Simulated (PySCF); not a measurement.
MgF2, SMILES [Mg]([F])[F]. Atoms are numbered in the order given.

```xyz
3

Mg     0.0000     0.0000     0.0000
F      0.0000     0.0000    -1.7461
F      0.0000     0.0000     1.7461
```

The structure is a stationary point at PBE0-D3(BJ)/def2-TZVP. The isomer is the one that the SMILES or the coordinates give; other isomers of the formula were not compared.

All values below come from PBE0/pcJ-2 (PySCF).

Isotropic couplings with Fermi-contact, spin-dipole and both spin-orbit terms, one fixed conformer, no vibrational averaging. Isotopes: 19F.

Q: Estimate the spin–spin coupling constants. (Estimate from the structure and the level; the computed values follow.)

A: 
| pair | bonds apart | J (Hz) |
|---|---|---|
| F2–F3 | 2 | -47.8 |
